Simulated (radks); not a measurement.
Question: The palladium ion Pd33+, configuration [Ne] 3s2 3p1 (the NIST ground configuration). Calculated with a radial shooting solver on a logarithmic mesh with Libxc functionals: Dirac Kohn-Sham, PBE, spin-unpolarised, spherical densities, finite nucleus; open shells are shared between the two j in proportion to 2j + 1; Fermi nuclear charge, rms radius 4.5318 fm. Some entries of the table are withheld. Estimate them.

orbital      occ.  eigenvalue (eV)  r(max) (bohr)
1s1/2           2        -26019.44        0.02065
2s1/2           2        -5300.620            (1)
2p1/2           2              (2)        0.08974
2p3/2           4              (3)        0.09380
3s1/2           2              (4)         0.3142
3p1/2    0.333333        -2000.634            (5)
3p3/2    0.666667        -1959.972            (6)

Answer: 
(1) 2s1/2 r(max) (bohr): 0.1161
(2) 2p1/2 eigenvalue (eV): -5068.248
(3) 2p3/2 eigenvalue (eV): -4903.597
(4) 3s1/2 eigenvalue (eV): -2081.761
(5) 3p1/2 r(max) (bohr): 0.2970
(6) 3p3/2 r(max) (bohr): 0.3043
